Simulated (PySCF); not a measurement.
C₃H₁₀SSi₂.
InChI=1S/C3H10SSi2/c1-2-3-6-4-5/h2-3H,6H2,1,5H3/b3-2+

Method: TDDFT B3LYP/def2-SVPD, vertical, gas phase, core orbitals frozen in the response in PySCF 2.14.0, density-fitted response routines. Geometry: GFN2-xTB, one conformer, isolated molecule. Torsions of this conformer, `[CH3:1]/[CH:2]=[CH:3]/[SiH2:4][S:5][SiH3:6]`: C2–C3–Si4–S5 137°, C3–Si4–S5–Si6 -60°.

Question: Predict the UV-vis stick spectrum at this level.

Answer: 

| state | E (eV) | E (hartree) | f | \|μ\| (D) | main configurations (H = HOMO, L = LUMO) |
| --- | --- | --- | --- | --- | --- |
| S1 | 5.24 | 0.1926 | 0.017 | 0.91 | H→L (98%) |
| S2 | 5.81 | 0.2135 | 0.0072 | 0.57 | H→L+1 (96%) |
| S3 | 6.14 | 0.2255 | 0.0046 | 0.44 | H→L+2 (67%), H→L+3 (25%) |
| S4 | 6.29 | 0.2311 | 0.0039 | 0.40 | H→L+3 (69%), H→L+2 (23%) |
| S5 | 6.40 | 0.2353 | 0.279 | 3.39 | H-1→L (68%), H-1→L+1 (21%) |
| S6 | 6.52 | 0.2397 | 0.0032 | 0.36 | H-2→L (85%) |
| S7 | 6.64 | 0.2440 | 0.013 | 0.73 | H→L+4 (64%), H→L+5 (22%) |
| S8 | 6.73 | 0.2471 | 0.037 | 1.20 | H→L+5 (64%), H→L+4 (12%), H→L+6 (12%) |

Triplets (Tamm–Dancoff): T1 4.30 eV, H-1→L (76%); T2 5.05 eV, H→L (84%); T3 5.57 eV, H→L+1 (86%).

The lowest singlet lies at 5.24 eV (237 nm, ultraviolet) and is weak; its leading configuration is HOMO→LUMO (98%). The strongest level in the table is S5 at 6.40 eV (194 nm, f = 0.279). Löwdin shares by element: HOMO sulfur 70%, silicon 17%; LUMO carbon 50% or more, silicon 12% or more, sulfur 10% (atoms not listed hold the other 29%). The oscillator strengths of these states sum to 0.364; summed over the whole spectrum of an exact calculation they would give the number of electrons, 72 (Thomas–Reiche–Kuhn). Weighted by f, the mean energy of these states is 6.37 eV. Of the 8 states listed, 4 reach f = 0.01 and none stays under 0.0005. No computed singlet lies in the visible range (380 to 750 nm); the lowest, at 237 nm, stands 1.98 eV above its violet end (3.26 eV). The window holds the lowest 8 singlets.

Time: 64 s wall; peak memory 0.85 GiB. Hardware: one thread, Arm Neoverse N1 (aarch64), no GPU (shared host).
